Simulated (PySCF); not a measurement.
C2H5GeNO: core ionisation energies

Species: GeH2Me(NCO), C2H5GeNO.
Bonds: Ge1–C4, Ge1–N8, N8–C9, C9–O10. Hydrogens: H2, H3 on Ge1; H5, H6, H7 on C4.

Computed with delta-SCF UKS SCAN, pcX-2 on the ionised atom, pcseg-1 elsewhere, spin-free X2C in PySCF. Vertical ΔSCF values, vacuum level as zero.

Task: Give the core binding energies atom by atom.

Result: 
| atom(s) | environment | level | binding energy (eV) | above the level's lowest (eV) | count |
| --- | --- | --- | --- | --- | --- |
| C4 | carbon bonded to Ge and 3 H | C 1s | 290.79 | 0.00 | 1 |
| C9 | carbon bonded to N and O | C 1s | 294.36 | +3.57 | 1 |
| N8 | nitrogen bonded to C and Ge | N 1s | 404.99 | 0.00 | 1 |
| O10 | oxygen bonded to C | O 1s | 538.79 | 0.00 | 1 |

Lowest listed C 1s: C4, bonded to 3 H and Ge. Highest, 3.57 eV above it: C9, bonded to O and N.

Task: Which photon energy gives electrons from C 1s of C9 a kinetic energy of 50 eV, and what is their de Broglie wavelength?

Result: hν = 294.36 + 50 = 344.36 eV, recoil neglected; λ = 12.264 Å/√(E/eV) = 1.73 Å.

No level of germanium is listed. Geometry: PBE0-D3(BJ)/def2-SVP; no solvent, vibrations or thermal averaging.

On AMD EPYC, one thread, shared host with 64 logical CPUs at a one-minute load of 61, this took 33 s of wall time and 0.45 GiB of memory at its peak.
